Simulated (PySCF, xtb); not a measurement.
Sn(H)3(OEt) (C2H8OSn), SMILES [O]([SnH3])CC.

GFN2-xTB in xtb at its own geometry gives an orbital gap of 5.98 eV and a dipole moment of 1.24 D.

Geometry: PBE-D3(BJ)/def2-SVP. The structure was generated by enumeration; whether it is a known compound was not checked. The def2 effective core potentials stand for the cores of Sn; spin–orbit coupling is left out. The values are those of a single conformer.

**Question.** What does PySCF with ωB97X/def2-TZVP give? (The exact figures need the calculation; the answer reports its results.)

**Answer.** gap 11.16 eV (levels -9.83 and 1.33 eV), dipole 1.57 D.
